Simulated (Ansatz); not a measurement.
Frontier orbitals of CH₂F₂OSi (`F[Si]1(F)CO1`).

Z-matrix (Å, degrees):
```
Si
F 1 1.571
C 1 1.775 2 125.0
F 1 1.571 2 105.9 3 158.0
O 1 1.614 2 119.3 3 -64.1
H 3 1.087 1 122.7 2 160.7
H 3 1.087 1 122.7 2 -6.8
```

Total charge 0; spin multiplicity 1. The structure was optimised at the PBE0-D4/def2-TZVP level. Basis def2-TZVPP, the Gaussian-basis code of Ansatz.

```
             functional  HOMO (eV)  LUMO (eV)  gap (eV)
                    PBE      -7.03      -1.16      5.87
                 revPBE      -6.96      -1.01      5.95
                   BLYP      -6.93      -1.10      5.83
                 B97M-V      -7.37      -0.77      6.60
                   PBE0      -8.48      -0.13      8.35
                  B3LYP      -8.25      -0.46      7.79
HSE06 (plane-wave form)      -8.07      -0.51      7.56
                  BHLYP      -9.83       0.82     10.65
                ωB97M-V     -10.78       1.76     12.54
```

A quarter of exact exchange (PBE0) shifts PBE's HOMO by −1.44 eV and its LUMO by +1.03 eV; full exchange at long range (ωB97M-V) shifts them by −3.74 and +2.92 eV. The gap opens from 5.87 to 12.54 eV, since occupied levels lose self-interaction and empty ones feel all the electrons. A positive LUMO is unbound and depends on the basis.

B3LYP here is the variant with VWN-RPA as its local correlation; programs differ in this.
